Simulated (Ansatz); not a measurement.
`O/C([SiH3])=C\I` + `CC[SeH]` → `CC[Se][SiH3]` + `O/C=C\I`  (ligand exchange at the Si–C bond)

Program: Ansatz. Geometries: PBE0-D4/def2-TZVP. ΔE: electronic, gas phase. CCSD(T)/CBS is the MP2 limit (def2-TZVPP, def2-QZVPP) plus CCSD(T) − MP2 in def2-TZVPP, frozen cores. Double bonds are as drawn, so ΔE can hold a change between cis and trans. Functionals use def2-TZVPP. def2 core potentials past Kr. For I, Se outer-core shells are correlated without core-valence functions, which leaves a few kJ/mol of doubt a bond. Scalar relativity is left out up to krypton. One conformer a species, not always the lowest.

`O/C([SiH3])=C\I`:

```xyz
10

O     0.106    0.633    1.563
C    -0.098    0.030    0.377
Si    1.005    0.647   -1.015
C    -0.994   -0.931    0.145
I    -2.238   -1.645    1.656
H    -0.503    0.254    2.219
H     0.651   -0.115   -2.237
H     2.429    0.423   -0.662
H     0.776    2.098   -1.229
H    -1.135   -1.394   -0.818
```

`CC[SeH]`:

Z-matrix (Å, degrees):
```
C
C 1 1.512
H 1 1.091 2 111.2
H 1 1.095 2 110.4 3 120.3
H 1 1.092 2 111.2 3 -120.1
Se 2 1.958 1 114.0 3 57.4
H 2 1.090 1 112.1 3 -179.9
H 2 1.092 1 111.4 3 -59.4
H 6 1.469 2 95.0 1 63.4
```

`CC[Se][SiH3]`:

Z-matrix (Å, degrees):
```
C
C 1 1.513
H 1 1.092 2 111.3
H 1 1.093 2 110.1 3 -119.7
H 1 1.092 2 111.3 3 120.6
Se 2 1.972 1 109.7 3 -60.3
H 2 1.090 1 111.4 3 -179.4
H 2 1.090 1 111.4 3 58.9
Si 6 2.265 2 96.7 1 179.4
H 9 1.484 6 106.6 2 -179.8
H 9 1.487 6 111.2 2 60.4
H 9 1.487 6 111.1 2 -60.1
```

`O/C=C\I`:

Z-matrix (Å, degrees):
```
C
C 1 1.329
O 1 1.336 2 127.7
H 1 1.085 2 120.1 3 -180.0
I 2 2.075 1 121.2 3 -0.0
H 2 1.078 1 122.8 3 180.0
H 3 0.970 1 108.7 2 0.0
```

```
  level  ΔE (kcal/mol)
    PBE          -14.2
r2SCANh          -14.7
```

What does CCSD(T)/CBS give? (Best estimate.)

The calculation gave: -14.3 kcal/mol. The listed levels differ from it by 0.1, -0.4 kcal/mol.

Largest T1 diagnostic among the species: 0.012.

From BLYP to BHLYP (50 % exact exchange), in def2-TZVPP and without D4, ΔE moves by −1.4 kcal/mol. Leaving LDA and LC-ωPBE aside and taking each functional with its dispersion term where it has one, the values, not all of them listed here, spread over 2.2 kcal/mol, from r2SCAN0-D4 to BLYP-D4. LDA lies +1.1 kcal/mol from PBE without D4.

CCSD(T)/CBS has its own doubt, a few kJ/mol and more with outer-core shells, so smaller differences from it don't rank the levels.
